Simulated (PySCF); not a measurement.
**Spinor energies of Tl (thallium, neutral)**

Start: [Xe] 4f14 5d10 6s2 6p1; 6p1/2 filled at m_j = +1/2. Calculated with PySCF 2.14 in x2c-SVPall-2c with one added diffuse shell each of s, p type (8s12p7d2f, 93 functions): generalised Hartree-Fock with the X2C-1e Hamiltonian and a Gaussian nucleus; one run each with spin-orbit coupling (SO) switched off, then screened by Boettger's factors.

```csv
spinor shell,electrons,"ε, spin-free (eV)","ε, screened SO (eV)",weight of nominal j (screened SO),"rms radius, screened SO (bohr)"
1s1/2,2,-86013.9,-85977.1,1.000,0.0184
2s1/2,2,-15474.7,-15462.6,1.000,0.0743
2p1/2,2,-13327.8,-14819.7,1.000,0.0628
3s1/2,2,-3768.4,-3763.8,1.000,0.189
3p1/2,2,-3140.8,-3474.8,1.000,0.181
3p3/2,4,-3140.8,-3007.4,1.000,0.197
3d3/2,4,-2478.3,-2534.9,1.000,0.174
3d5/2,6,-2478.3,-2436.1,1.000,0.178
4s1/2,2,-881.23,-879.42,1.000,0.416
4p1/2,2,-671.82,-753.50,1.000,0.420
4p3/2,4,-671.82,-638.30,1.000,0.454
4d3/2,4,-420.44,-432.06,1.000,0.468
4d5/2,6,-420.44,-410.62,1.000,0.474
5s1/2,2,-153.46,-152.70,1.000,0.941
4f5/2,6,-140.72,-142.10,1.000,0.512
4f7/2,8,-140.72,-137.67,1.000,0.514
5p1/2,2,-93.738,-108.24,1.000,1.01
5p3/2,4,-93.738,-87.272,1.000,1.11
5d3/2,4,-23.103,-23.859,1.000,1.47
5d5/2,6,-23.103,-21.585,1.000,1.50
6s1/2,2,-12.263,-11.954,0.997,2.77
6p1/2,1,-5.150,-5.939,0.999,3.80
```

(1) Where does 2p3/2 lie, and what is the 2p spin-orbit splitting (screened SO)?

```csv
quantity,spin-free,screened SO
E (hartree),-20229.12155,-20263.83583
M_J,1/2,1/2
⟨J²⟩,1.241,0.762
⟨L²⟩,2.024,2.203
⟨S²⟩,0.758,0.936
```

Each row is a mean over spinors that exchange with the open shell spreads, by up to 0.450 eV (6s1/2).

Breit and QED terms are absent; they matter most for the inner s and p1/2 levels.

Densities and radii are taken from the X2C orbitals without a picture-change correction, which distorts them close to the nucleus.

Without spin-orbit coupling the j labels of p, d and f shells carry no meaning; the spin-free column gives the mean over the occupied spinors of each nl shell, and its ⟨J²⟩ belongs to a mixture of degenerate components.

Answers

(1) At -12748.1 eV, 2071.6 eV above 2p1/2.
